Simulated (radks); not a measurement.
The numbers below are computed, except where a source is named.
Charge is removed step by step from the 4s down level of Br, starting from [Ar] 3d10 4s(up 1, down 1) 4p5. Level of theory: scalar-relativistic Kohn-Sham, SCAN, spin-polarised, spherical densities, finite nucleus; open shells are filled with parallel spins first; meta-GGA in the generalised Kohn-Sham scheme; Fermi nuclear charge, rms radius 4.1629 fm (a radial shooting solver on a logarithmic mesh with Libxc functionals).

removed (e) = 0: E - E(0) (eV) 0.000; eigenvalue (eV) -20.375
removed (e) = 0.125: E - E(0) (eV) 2.625; eigenvalue (eV) -21.557
removed (e) = 0.25: E - E(0) (eV) 5.394; eigenvalue (eV) -22.754
removed (e) = 0.375: E - E(0) (eV) 8.312; eigenvalue (eV) -23.962
removed (e) = 0.5: E - E(0) (eV) 11.381; eigenvalue (eV) -25.174
removed (e) = 0.625: E - E(0) (eV) 14.606; eigenvalue (eV) -26.383
removed (e) = 0.75: E - E(0) (eV) 17.978; eigenvalue (eV) -27.584
removed (e) = 0.875: E - E(0) (eV) 21.500; eigenvalue (eV) -28.776

The mean slope of the eigenvalue, de/dn, is 9.60 eV per electron.
